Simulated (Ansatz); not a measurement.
Isolated molecules relaxed with PBE0-D4/def2-TZVP in Ansatz; ΔE leaves out vibrations. CCSD(T)/CBS is the MP2 limit (def2-TZVPP, def2-QZVPP) plus CCSD(T) − MP2 in def2-TZVPP, frozen cores. This one scheme is used for every species. DFT in def2-TZVPP. Each species was taken in one conformer, which may not be the lowest.

Reaction (cleavage of the Si–Al bond): `[NH2][Al]([SiH3])[SiH2]O` + `OB(S)S` → `[SiH3]OB(S)S` + `[NH2][AlH][SiH2]O`

CCSD(T)/CBS gives -19.0 kcal/mol.

(1) Another level gave -18.4 kcal/mol. Which?
A. CCSD(T)/def2-TZVPP
B. PBE0-D4/def2-TZVPP
C. B2PLYP/def2-TZVPP
D. PBE-D4/def2-TZVPP

Largest T1 diagnostic among the species: 0.013.

Answers

(1) A. CCSD(T)/def2-TZVPP -18.4, PBE0-D4 -14.4, PBE-D4 -12.5, B2PLYP -19.7 kcal/mol.

In def2-TZVPP, CCSD(T) changes the Hartree–Fock value by +6.0 kcal/mol (the triples alone add +0.7 kcal/mol) and MP2 by +3.8 kcal/mol. The D4 term adds −0.9 kcal/mol with B3LYP and −0.5 kcal/mol with PBE0; it sums over pairs of atoms, weighted by their polarisabilities, and B3LYP, whose exchange is more repulsive, gets the larger term. From PBE to PBE0 (25 % exact exchange), in def2-TZVPP and without D4, ΔE moves by −2.0 kcal/mol.

B3LYP here is the variant with VWN-RPA as its local correlation; programs differ in this.
